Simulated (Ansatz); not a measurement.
Basis-set extrapolation for AlH$_{8}$NSi$_{2}$ (`[AlH2][NH][SiH2][SiH3]`) (PBE0-D4/def2-TZVP geometry, frozen core, Ansatz 0.2.0). Multiplicity 1, RHF reference.

|  | def2-TZVPP | def2-QZVPP |
| --- | --- | --- |
| HF | -878.990733 | -879.019228 |
| MP2 correlation | -0.548534 | -0.587998 |
| CCSD(T) correlation | -0.632518 | not run |

Energies in hartree. Use E(X) = E(∞) + A·exp(−7.88·√X) for Hartree–Fock and E(X) = E(∞) + B·X^(−2.97) for correlation, with X = 3 and 4, and add CCSD(T) minus MP2 of the smaller set to the MP2 limit.

Task: What is the CCSD(T) energy at the basis-set limit?

Result: HF limit: -879.019228 + (-0.028495) × 0.13774 = -879.02315. MP2 limit: -0.587998 + (-0.039464) × 0.74074 = -0.61723. Higher-order term: -0.632518 − (-0.548534) = -0.08398. Total: -879.72436 hartree, 265.5 kJ/mol below CCSD(T)/def2-TZVPP.
